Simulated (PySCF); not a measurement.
Te(NMe2)(GeH3), SMILES CN([Te][GeH3])C (PBE0/def2-SVP optimised geometry):

```
14

Te    -1.293    -1.152     0.000
N     -1.258     0.933     0.000
C     -1.775     1.539     1.206
C     -1.777     1.539    -1.205
H     -1.523     2.616     1.196
H     -2.877     1.462     1.326
H     -1.303     1.094     2.094
H     -2.879     1.461    -1.323
H     -1.527     2.616    -1.195
H     -1.307     1.094    -2.094
Ge     1.267    -1.152     0.000
H      1.753    -2.616     0.000
H      1.777    -0.430    -1.259
H      1.777    -0.429     1.258
```

Computed with PBE0/def2-TZVP, def2 effective core potentials past Kr (PySCF 2.14.0).

Task: What are the frontier orbital energies and the dipole moment?

Result: HOMO-2 -8.49 eV, HOMO-1 -6.29 eV, HOMO -6.21 eV, LUMO -1.35 eV, LUMO+1 -0.31 eV; dipole moment 0.68 D.

On the same geometry PBE/def2-TZVP, def2 effective core potentials past Kr run with PySCF 2.14.0 gives HOMO-2 -7.38 eV, HOMO-1 -5.17 eV, HOMO -5.06 eV, LUMO -2.19 eV, LUMO+1 -1.15 eV; dipole moment 0.76 D.
